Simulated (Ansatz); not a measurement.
The first iterations of a band of CH6Ge + H3N (12 atoms, charge 0, multiplicity 1).

Theory: RKS B3LYP-D4/def2-SVP in Ansatz.

| Quantity | Value |
| --- | --- |
| movable images | 5 |
| climbing image | yes |
| spring | 5.0 eV/Å² |
| optimiser | quadratic models (default) |
| start path | through a guess of the saddle point |
| force threshold | 0.05 eV/Å |
| iteration limit | 60 |
| end points | relaxed |

First end point:

```xyz
12
Properties=species:S:1:pos:R:3
Ge -0.184 0.305 0.159
C -0.209 0.373 2.123
H -1.242 0.453 2.492
H 0.243 -0.544 2.528
H 0.364 1.239 2.485
H 1.265 0.177 -0.358
H -0.801 1.591 -0.432
H -0.997 -0.905 -0.351
N 1.368 -2.916 1.090
H 0.629 -2.805 0.395
H 2.015 -2.139 0.947
H 0.934 -2.771 2.002
```

Last end point:

```xyz
12
Properties=species:S:1:pos:R:3
Ge 0.317 -0.626 -0.979
C -0.045 -0.074 3.289
H -1.133 0.077 3.315
H 0.273 -0.607 4.197
H 0.457 0.903 3.244
H 1.550 -0.052 -1.706
H -0.414 0.528 -0.239
H -0.661 -1.275 -1.980
N 0.935 -1.981 0.120
H 0.215 -2.469 0.651
H 1.672 -1.704 0.765
H 0.221 -0.663 2.401
```

| iteration | highest image above the first end (eV) | largest band force component (eV/Å) |
| --- | --- | --- |
| 1 | 4.518 | 10.104 |
| 2 | 2.881 | 4.237 |
| 3 | 2.837 | 4.415 |
| 4 | 2.383 | 1.003 |
| 5 | 2.496 | 1.182 |
| 6 | 2.462 | 1.199 |
| 7 | 2.465 | 0.883 |
| 8 | 2.535 | 0.680 |

Does the band converge within its limit, and where does its top end?

It converged. It ended after 25 iterations with the highest image 2.368 eV above the first end. Neighbouring images differ by up to 2.5 eV, so the band resolves the path poorly. A vibrational analysis at the climbing image gives one clearly imaginary mode, 995i cm⁻¹: a first-order saddle point. The orbitals stay closed-shell, which can raise the energy where a bond breaks towards radicals; this wasn't checked here.

Run time: 4.6 min on 2 threads of Arm Neoverse V2, with other jobs on the host, peak memory 0.23 GiB.
